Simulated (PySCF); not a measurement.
Input for PySCF: D3(BJ) and D4 dispersion corrections on C2H6BN (a complex), monomers drawn apart or pushed together.

```python
from pyscf import gto
from pyscf.dispersion import dftd3, dftd4

mol = gto.M(
    atom='''
    B    -0.36909182    0.18655702    0.06854439
    H     0.49231734   -0.27412389   -0.64166944
    H    -1.46553805   -0.26248684   -0.16558581
    H    -0.35145446    1.39341045    0.11158590
    C     0.52152313   -1.02972196    3.75946795
    C     0.19789907   -0.58799824    2.41863375
    N    -0.05741714   -0.23936137    1.36060042
    H     1.40688579   -1.66610175    3.73769803
    H     0.71941569   -0.16755160    4.39729387
    H    -0.31251119   -1.59564627    4.17592383
    ''',
    basis='def2-svp',
    charge=0, spin=0, verbose=0, max_memory=1800)
d3, d4 = {}, {}
for xc in ['hf', 'pbe', 'blyp', 'revpbe', 'tpss', 'r2scan', 'b3lyp', 'pbe0', 'bhlyp', 'camb3lyp', 'b2plyp']:
    d3[xc] = float(dftd3.DFTD3Dispersion(mol, xc=xc, version='d3bj', atm=False).get_dispersion()['energy'])
    print(f'D3(BJ) {xc:10s} {d3[xc]:14.8f} Eh')
for xc in ['hf', 'pbe', 'blyp', 'revpbe', 'tpss', 'r2scan', 'b3lyp', 'pbe0', 'bhlyp', 'camb3lyp', 'b2plyp']:
    d4[xc] = float(dftd4.DFTD4Dispersion(mol, xc={'camb3lyp': 'cam-b3lyp'}.get(xc, xc), atm=True).get_dispersion()['energy'])
    print(f'D4     {xc:10s} {d4[xc]:14.8f} Eh')
```

Program output:

```
D3(BJ) hf            -0.04889757 Eh
D3(BJ) pbe           -0.00552168 Eh
D3(BJ) blyp          -0.01147685 Eh
D3(BJ) revpbe        -0.01451206 Eh
D3(BJ) tpss          -0.00681448 Eh
D3(BJ) r2scan        -0.00152871 Eh
D3(BJ) b3lyp         -0.00931444 Eh
D3(BJ) pbe0          -0.00464156 Eh
D3(BJ) bhlyp         -0.00707875 Eh
D3(BJ) camb3lyp      -0.00402100 Eh
D3(BJ) b2plyp        -0.00416969 Eh
D4     hf            -0.01982905 Eh
D4     pbe           -0.00502139 Eh
D4     blyp          -0.01134973 Eh
D4     revpbe        -0.01795241 Eh
D4     tpss          -0.00679650 Eh
D4     r2scan        -0.00128131 Eh
D4     b3lyp         -0.00800518 Eh
D4     pbe0          -0.00418586 Eh
D4     bhlyp         -0.00550213 Eh
D4     camb3lyp      -0.00416264 Eh
D4     b2plyp        -0.00349679 Eh
```

The run finished.

Cost: roughly 0.010 core-seconds.
